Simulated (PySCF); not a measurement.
## Two-component Hartree-Fock for Mo⁺ (molybdenum, charge +1)

Start: [Kr] 4d5; 4d3/2 filled at m_j = -3/2, -1/2, +1/2, +3/2; 4d5/2 filled at m_j = +5/2. Calculated with PySCF 2.14 in x2c-TZVPall-2c with one added diffuse shell each of s, p, d type (9s10p8d1f, 86 functions): generalised Hartree-Fock with the X2C-1e Hamiltonian and a Gaussian nucleus; one run each with spin-orbit coupling (SO) switched off, then screened by Boettger's factors.

```tsv
spinor shell	electrons	ε, spin-free (eV)	ε, screened SO (eV)	weight of nominal j (screened SO)	rms radius, screened SO (bohr)
1s1/2	2	-20113.9	-20112.8	1.000	0.0404
2s1/2	2	-2921.6	-2921.3	1.000	0.166
2p1/2	2	-2606.0	-2679.6	1.000	0.145
2p3/2	4	-2606.0	-2571.5	1.000	0.149
3s1/2	2	-534.91	-534.84	1.000	0.456
3p1/2	2	-428.66	-441.27	1.000	0.455
3p3/2	4	-428.66	-422.72	1.000	0.465
3d3/2	4	-255.81	-257.96	0.970	0.451
4s1/2	2	-85.703	-85.689	1.000	1.19
4p1/2	2	-54.655	-59.471	0.651	1.34
4p3/2	4	-54.655	-52.297	0.826	1.34
4d3/2	4	-16.369	-16.393	0.524	2.01
4d5/2	1	-16.369	-16.255	1.000	2.02
```

**Question.** Where does 3d5/2 lie, and what is the 3d spin-orbit splitting (screened SO)?

**Answer.** At -254.30 eV, 3.661 eV above 3d3/2.

| quantity | spin-free | screened SO |
| --- | --- | --- |
| E (hartree) | -4045.72530 | -4046.20096 |
| M_J | 5/2 | 5/2 |
| ⟨J²⟩ | 8.753 | 8.753 |
| ⟨L²⟩ | 0.000 | 0.014 |
| ⟨S²⟩ | 8.753 | 8.748 |

Each row is a mean over spinors that exchange with the open shell spreads, by up to 8.278 eV (4p3/2).

Rows whose weight is well below 1 are mixtures of j = l ± 1/2: exchange outweighs spin-orbit coupling there, and the label is only the starting occupation.

Breit and QED terms are absent; they matter most for the inner s and p1/2 levels.

Densities and radii are taken from the X2C orbitals without a picture-change correction, which distorts them close to the nucleus.

Without spin-orbit coupling the j labels of p, d and f shells carry no meaning; the spin-free column gives the mean over the occupied spinors of each nl shell.
